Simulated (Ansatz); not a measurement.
Molecule: sum formula SiBr2Cl, charge 0, multiplicity 2. It need not be the lowest isomer of its formula. 
Coordinates optimised at B3LYP-D3(BJ)/def2-TZVP (Ansatz, a first-principles code):
```
Si
Cl 1 2.0607
Br 1 2.2341 2 109.41
Br 1 2.2341 2 109.41 3 120.93
```
Charge 0, spin multiplicity 2.

Property: vertical electron affinity (to the singlet state of charge -1; a negative value means that the extra electron is unbound and the number depends on the basis; each state is the SCF solution reached for its spin), in eV. Valence correlation only, unless marked. Open shells are spin-unrestricted. No spin-orbit coupling. Frozen are the shells of the preceding noble gas and the d and f shells that filled before the atom's block. No relativistic terms. Anions need diffuse functions: def2-D sets add few. Basis-set limits of correlation are two-point, X^-3; Hartree-Fock from the larger set. The bracket is a focal-point correction in the basis named.

```csv
level,program,vertical electron affinity (eV),minus last row
SVWN5/def2-TZVPD,Ansatz,2.34,0.08
B3LYP/def2-TZVPD,Ansatz,2.21,-0.05
PBE0/def2-TZVPD,Ansatz,2.10,-0.16
BHLYP/def2-TZVPD,Ansatz,2.07,-0.19
CAM-B3LYP/def2-TZVPD,Ansatz,2.21,-0.05
wB97X/def2-TZVPD,Ansatz,2.13,-0.13
MP2/def2-SVPD,Ansatz,1.98,-0.28
"RI-MP2/CBS(def2-TZVPPD,def2-QZVPPD)",Ansatz,2.22,-0.04
SCS-MP2/def2-SVPD,Ansatz,1.97,-0.29
SCS-MP2/def2-TZVPPD,Ansatz,2.07,-0.19
CCSD/def2-SVPD,Ansatz,1.99,-0.27
CCSD/def2-TZVPPD,Ansatz,2.05,-0.21
CCSD(T)/def2-SVPD,Ansatz,2.02,-0.24
"RI-MP2/CBS(def2-TZVPPD,def2-QZVPPD)+[CCSD(T)-MP2]/def2-SVPD",Ansatz,2.26,0.00
"RI-MP2/CBS(def2-TZVPPD,def2-QZVPPD)+[CCSD(T)-MP2]/def2-TZVPPD",Ansatz,2.26,0.00
```
